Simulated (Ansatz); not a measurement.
A geometry relaxed with B3LYP-D3(BJ)/def2-SVP (Ansatz, a program for electronic structure), charge 0, multiplicity 1:

```xyz
16

H     -0.2684     2.4953    -0.0451
H      0.2684    -2.4953     0.0447
C      1.1279     0.8711    -0.0733
C      1.3018    -0.5790    -0.0481
C     -1.1279    -0.8711     0.0733
C      3.6021    -0.5236    -0.1577
H      2.0230     1.4947    -0.1299
C     -1.3018     0.5790     0.0481
N      2.4584    -1.1846    -0.0887
N     -4.6592     0.0288     0.2193
C     -0.1086     1.4158    -0.0275
C      0.1086    -1.4158     0.0275
H     -2.0230    -1.4947     0.1298
N      4.6592    -0.0288    -0.2189
C     -3.6021     0.5236     0.1579
N     -2.4584     1.1846     0.0886
```

Write the SMILES of this molecule.

DCNQI `N#CN=C1C=CC(=NC#N)C=C1`
